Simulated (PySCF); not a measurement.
copper atom (Cu), doublet (typed; the unrestricted solution is spin-contaminated); HF/STO-3G run with PySCF.

Input for PySCF:
```python
from pyscf import gto, scf

mol = gto.M(
    atom='''
Cu    0.00000000    0.00000000    0.00000000
''',
    basis='sto-3g',
    spin=1,
    verbose=4,
)

mf = scf.UHF(mol)
mf.init_guess = '1e'
mf = mf.newton()
mf.kernel()
mf.analyze()
```

The log (banner, timings and long lists left out):

```
PySCF version 2.14.0

[INPUT] verbose = 4
[INPUT] num. atoms = 1
[INPUT] num. electrons = 29
[INPUT] charge = 0
[INPUT] spin (= nelec alpha-beta = 2S) = 1
[INPUT] symmetry False subgroup None
[INPUT] Mole.unit = angstrom
[INPUT] Symbol           X                Y                Z      unit          X                Y                Z       unit  Magmom
[INPUT]  1 Cu     0.000000000000   0.000000000000   0.000000000000 AA    0.000000000000   0.000000000000   0.000000000000 Bohr   0.0

nuclear repulsion = 0
number of shells = 8
number of NR pGTOs = 54
number of NR cGTOs = 18
basis = sto-3g
ecp = {}

******** <class 'pyscf.soscf.newton_ah.SecondOrderUHF'> ********
method = SecondOrderUHF
initial guess = 1e
damping factor = 0
level_shift factor = 0
DIIS = <class 'pyscf.scf.diis.CDIIS'>
diis_start_cycle = 1
diis_space = 8
diis_damp = 0
SCF conv_tol = 1e-09
SCF conv_tol_grad = None
SCF max_cycles = 50
direct_scf = True
direct_scf_tol = 1e-13
number electrons alpha = 15  beta = 14
******** <class 'pyscf.scf.uhf.UHF'> Newton solver flags ********
SCF tol = 1e-09
conv_tol_grad = None
max. SCF cycles = 50
direct_scf = True
direct_scf_tol = 1e-13
max_cycle_inner = 12
max_stepsize = 0.05
ah_start_tol = 1e+09
ah_level_shift = 0
ah_conv_tol = 1e-12
ah_lindep = 1e-14
ah_start_cycle = 1
ah_max_cycle = 40
ah_grad_trust_region = 2.5
kf_interval = 4
kf_trust_region = 5
canonicalization = True
Set conv_tol_grad to 3.16228e-05
Initial guess from hcore.

Initial guess E= -1613.18336607633  |g|= 0.133753
macro= 0  E= -1613.25111003925  delta_E= -0.067744  |g|= 0.146327  3 KF 18 JK
macro= 1  E= -1613.25935368109  delta_E= -0.00824364  |g|= 0.0652301  4 KF 22 JK
macro= 2  E= -1613.25933579125  delta_E= 1.78898e-05  |g|= 0.00414986  5 KF 22 JK
macro= 3  E= -1613.25933618907  delta_E= -3.9782e-07  |g|= 6.38338e-05  3 KF 23 JK
macro= 4  E= -1613.25933618907  delta_E= 0  |g|= 5.06677e-06  1 KF 2 JK
Canonicalize SCF orbitals
macro X = 5  E=-1613.25933618907  |g|= 5.06677e-06  total 17 KF 93 JK

converged SCF energy = -1613.25933618907  <S^2> = 1.751192  2S+1 = 2.8292699
**** SCF Summaries ****
Total Energy =                       -1613.259336189069018
Nuclear Repulsion Energy =               0.000000000000000
One-electron Energy =                -2146.309180164034842
Two-electron Energy =                  533.049843974965938
Two-electron Coulomb Energy =          593.577826196385104
DFT Exchange-Correlation Energy =      -60.527982221419165
**** MO energy ****
                             alpha | beta                alpha | beta
MO #1   energy= -331.274063504379  | -331.273955799377  occ= 1 | 1
MO #2   energy= -45.7795068988596  | -45.7528243149644  occ= 1 | 1
MO #3   energy= -41.3080113816079  | -41.2711249197068  occ= 1 | 1
MO #4   energy= -41.2764227793256  | -41.2711247951255  occ= 1 | 1
MO #5   energy= -41.2764222701069  | -41.2397315523608  occ= 1 | 1
MO #6   energy= -8.92580449642352  | -8.80546687140265  occ= 1 | 1
MO #7   energy= -7.31558893606507  | -7.10432133863893  occ= 1 | 1
MO #8   energy= -7.12635358338122  | -7.10432039634695  occ= 1 | 1
MO #9   energy= -7.12635211378891  | -6.91489289904302  occ= 1 | 1
MO #10  energy= -4.2035415797423   | -4.14798308177849  occ= 1 | 1
MO #11  energy= -4.20354100168478  | -0.89244730218018  occ= 1 | 1
MO #12  energy= -0.893890519434343 | -0.620129068982051 occ= 1 | 1
MO #13  energy= -0.622245292136014 | -0.620128987733989 occ= 1 | 1
MO #14  energy= -0.620473240027319 | -0.618350152413366 occ= 1 | 1
MO #15  energy= -0.620473137085564 | -2.9997498692722   occ= 1 | 0
MO #16  energy= -3.04992034089108  | -2.97394884988197  occ= 0 | 0
MO #17  energy= -3.02129925614921  | -2.92951767994734  occ= 0 | 0
MO #18  energy= -2.98506564846893  | -2.92951687436498  occ= 0 | 0

To work with the spin densities directly, `use mulliken_meta_spin()` only printing them here.

 ** Mulliken spin pop alpha/beta on meta-lowdin orthogonal AOs **
 ** Mulliken Spin Density (per AO)  **
spin_pop of  0 Cu 1s        0.00000
spin_pop of  0 Cu 2s        0.00000
spin_pop of  0 Cu 3s        0.00001
spin_pop of  0 Cu 4s        0.00000
spin_pop of  0 Cu 2px      -0.00000
spin_pop of  0 Cu 2py      -0.00000
spin_pop of  0 Cu 2pz       0.00000
spin_pop of  0 Cu 3px      -0.00000
spin_pop of  0 Cu 3py       0.00000
spin_pop of  0 Cu 3pz      -0.00000
spin_pop of  0 Cu 4px      -0.00000
spin_pop of  0 Cu 4py       0.00000
spin_pop of  0 Cu 4pz      -0.00000
spin_pop of  0 Cu 3dxy      0.87753
spin_pop of  0 Cu 3dyz      0.90190
spin_pop of  0 Cu 3dz^2    -0.15458
spin_pop of  0 Cu 3dxz     -0.65423
spin_pop of  0 Cu 3dx2-y2    0.02937
 ** Mulliken Spin Density (per atom)  **
spin density of  0 Cu =      1.00000
 ** Mulliken pop alpha/beta on meta-lowdin orthogonal AOs **
 ** Mulliken pop       alpha | beta **
pop of  0 Cu 1s        1.00000 | 1.00000
pop of  0 Cu 2s        1.00000 | 1.00000
pop of  0 Cu 3s        0.99971 | 0.99970
pop of  0 Cu 4s        1.00000 | 1.00000
pop of  0 Cu 2px       1.00000 | 1.00000
pop of  0 Cu 2py       1.00000 | 1.00000
pop of  0 Cu 2pz       1.00000 | 1.00000
pop of  0 Cu 3px       1.00000 | 1.00000
pop of  0 Cu 3py       1.00000 | 1.00000
pop of  0 Cu 3pz       1.00000 | 1.00000
pop of  0 Cu 4px       1.00000 | 1.00000
pop of  0 Cu 4py       1.00000 | 1.00000
pop of  0 Cu 4pz       1.00000 | 1.00000
pop of  0 Cu 3dxy      0.91349 | 0.03596
pop of  0 Cu 3dyz      0.90294 | 0.00104
pop of  0 Cu 3dz^2     0.06112 | 0.21570
pop of  0 Cu 3dxz      0.03645 | 0.69068
pop of  0 Cu 3dx2-y2    0.08629 | 0.05692
In total            15.00000 | 14.00000
 ** Mulliken atomic charges   ( Nelec_alpha | Nelec_beta ) **
charge of  0Cu =      0.00000  (    15.00000     14.00000 )
Dipole moment(X, Y, Z, Debye): -0.00000, -0.00000,  0.00000
```
